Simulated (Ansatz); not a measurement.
Ge₃F₈. Charge 0, multiplicity 1. Geometry PBE-D4/def2-SVP.

```xyz
11

Ge   -0.7913   -1.8956   -0.6656
F    -2.3189   -2.3961   -1.3187
F    -0.4611   -2.8927    0.7176
F     0.4287   -2.2535   -1.8495
Ge   -0.7357    0.4897   -0.0670
F    -1.9379    0.7449    1.1728
F    -1.2624    1.3883   -1.4680
Ge    1.3565    1.5183    0.7181
F     2.5959    1.4038   -0.4933
F     1.9509    0.6975    2.1290
F     1.1754    3.1954    1.1245
```

Estimate the orbital energies around the gap (eV) in Ansatz with HF/def2-TZVP, PBE-D4/def2-SVP, PBE-D4/def2-TZVP, PBE0-D4/def2-SVP, PBE0-D4/def2-TZVP.


```csv
orbital,HF/def2-TZVP,PBE-D4/def2-SVP,PBE-D4/def2-TZVP,PBE0-D4/def2-SVP,PBE0-D4/def2-TZVP
HOMO−9,-18.73,-10.46,-10.82,-12.81,-13.03
HOMO−8,-18.34,-10.33,-10.67,-12.59,-12.80
HOMO−7,-18.30,-10.23,-10.57,-12.53,-12.74
HOMO−6,-18.28,-10.19,-10.54,-12.50,-12.71
HOMO−5,-18.28,-10.18,-10.54,-12.49,-12.70
HOMO−4,-18.28,-10.18,-10.53,-12.48,-12.70
HOMO−3,-18.21,-9.95,-10.33,-12.28,-12.52
HOMO−2,-18.20,-9.95,-10.32,-12.28,-12.51
HOMO−1,-16.06,-9.79,-10.09,-11.72,-11.87
HOMO,-13.59,-8.53,-8.79,-10.14,-10.26
LUMO,0.13,-3.96,-4.19,-3.23,-3.35
LUMO+1,0.45,-3.14,-3.39,-2.53,-2.68
LUMO+2,1.11,-3.11,-3.38,-2.44,-2.62
LUMO+3,2.86,-1.90,-2.15,-1.01,-1.15
LUMO+4,3.04,-0.87,-1.19,-0.12,-0.36
LUMO+5,3.59,-0.42,-0.71,0.42,0.19
```
